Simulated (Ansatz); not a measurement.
SiHCl₃, SMILES Cl[SiH](Cl)Cl.

Geometry: PBE-D3(BJ)/def2-SVP. The isomer is the one that the SMILES or the coordinates give; other isomers of the formula were not compared.

Two levels are set side by side: PBE/def2-SVPD (Ansatz, an electronic-structure program) and PBE0/def2-SVPD (Ansatz). Energy differences of separate SCF runs at the same geometry; the states with an electron removed or added have multiplicity 2 and 2. Differences are taken from unrounded values.

```
quantity                            PBE0    PBE  PBE minus PBE0
---------------------------------  -----  -----  --------------
vertical ionisation energy (eV)    11.57  11.02           -0.55
vertical singlet–triplet gap (eV)   7.10   6.44           -0.66
```
